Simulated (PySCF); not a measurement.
Question: What does the PBE0-D3(BJ)/def2-SVP structure of `CCCS[Si@@H]([SiH3])O[SiH3]` look like in three dimensions?

Answer: 
```xyz
22
C3H14OSSi3 angstrom
C      3.6421    0.2728    0.6724
C      2.5180    0.1865   -0.3488
C      1.4259   -0.7781    0.0795
S      0.0872   -0.9672   -1.1644
Si    -1.1900    0.6443   -0.5868
Si    -2.8504    0.7465   -2.2384
O     -1.8563    0.3730    0.9153
Si    -2.6540   -0.8146    1.7652
H      3.2700    0.6151    1.6514
H      4.1230   -0.7067    0.8249
H      4.4213    0.9786    0.3482
H      2.0747    1.1836   -0.5086
H      2.9106   -0.1327   -1.3282
H      1.8296   -1.7927    0.2218
H      0.9793   -0.4792    1.0415
H     -0.4061    1.9059   -0.4497
H     -2.2597    1.1271   -3.5578
H     -3.4988   -0.5961   -2.3578
H     -3.8920    1.7521   -1.8628
H     -2.6122   -2.1098    1.0231
H     -1.9954   -0.9774    3.0931
H     -4.0751   -0.4058    1.9645
```

Orientation and origin are arbitrary. Atoms count from 1 in this order. S4 (sulfur bonded to C and Si) is bent (angle 100.1°). Si8 (oxygen-bound silicon) is tetrahedral (angles from 108.7° to 110.6°). O7 (siloxane oxygen) is bent (angle 140.2°). Of the pairs four or more bonds apart, Si5···H12 is among the closest relative to their van der Waals radii: 3.31 Å, 100 % of the sum of Bondi's values.

Bonds between heavy atoms (Å): C1–C2 1.521, C2–C3 1.519, C3–S4 1.837, S4–Si5 2.136, Si5–Si6 2.344, Si5–O7 1.665, O7–Si8 1.664.

The calculation used PySCF 2.14.0, PBE0-D3(BJ)/def2-SVP geometry optimisation, gas phase.

Point group: C1 (no symmetry element, even within 0.4 Å). Whether it is a minimum is left open (no frequencies). One conformer, not necessarily the lowest (C1–C2–C3–S4 -177°, C2–C3–S4–Si5 -87°, C3–S4–Si5–Si6 173°, S4–Si5–O7–Si8 -49°).
